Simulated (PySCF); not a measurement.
C5H6O2Si.
SMILES: `[SiH2]1C=CC(=C1)OC=O`

Level of theory: TDDFT PBE0/def2-SVPD, vertical, gas phase, core orbitals frozen in the response (PySCF 2.14.0, density-fitted response routines). Geometry: PBE0-D3(BJ)/def2-SVP, one conformer, isolated molecule. Torsions of this conformer, `[O:1]=[CH:2][O:3][C:4]1=[CH:5][SiH2:6][CH:7]=[CH:8]1`: O1–C2–O3–C4 0°, C2–O3–C4–C5 0°.

**Question.** What does the calculation give for the low-lying excited states?

**Answer.** 

```tsv
state	E (eV)	λ (nm)	ν̃ (cm⁻¹)	f	main configurations (H = HOMO, L = LUMO)
S1	4.36	284.6	35140	0.024	H→L (98%)
S2	5.24	236.7	42250	0.0018	H-1→L (78%), H-1→L+1 (20%)
S3	5.60	221.4	45160	0.047	H→L+1 (93%)
S4	5.88	211.0	47390	0.0009	H-3→L (83%)
S5	6.14	201.8	49550	0.286	H-2→L (85%)
S6	6.22	199.3	50180	0.0031	H-1→L+1 (36%), H-4→L (33%), H-3→L (12%)
S7	6.37	194.6	51380	0.0071	H→L+2 (94%)
S8	6.51	190.4	52510	0.0032	H→L+3 (91%)
S9	6.53	189.7	52710	0.0036	H-4→L (57%), H-1→L+1 (28%)
S10	7.21	172.0	58150	0.0015	H→L+5 (83%), H→L+7 (11%)
```

Triplets (Tamm–Dancoff): T1 2.72 eV, H→L (93%); T2 4.43 eV, H-2→L (54%), H→L+1 (23%), H→L+6 (10%); T3 4.78 eV, H-1→L (61%), H-1→L+1 (34%); T4 5.37 eV, H→L+1 (68%), H-2→L (21%).

The lowest singlet comes at 285 nm (420 kJ/mol) in the ultraviolet; it is weak; its leading configuration is HOMO→LUMO (98%). The most intense listed level is S5 at 6.14 eV (202 nm, f = 0.286), 1.79 eV above S1. Löwdin shares by element: HOMO carbon 82% or more (atoms not listed hold the other 18%); LUMO carbon 64% or more (atoms not listed hold the other 36%). Of the 10 states listed, 3 reach f = 0.01 and none stays under 0.0005. Orbital energies (eV): HOMO-3 -9.25, HOMO-2 -8.78, HOMO-1 -8.56, HOMO -6.99, LUMO -1.80, LUMO+1 -0.38, LUMO+2 0.60. Weighted by f, the mean energy of these states is 5.97 eV. All these states lie below the vertical ionisation energy of 8.80 eV (ΔSCF). Only the lowest 10 singlets were computed, as vertical energies without vibronic structure.

On one thread of an Intel Xeon at 2.50 GHz, shared host with 64 logical CPUs at a one-minute load of 60, this took 4.3 min of wall time (with the writing of density and orbital grids) and 0.94 GiB of memory at its peak.
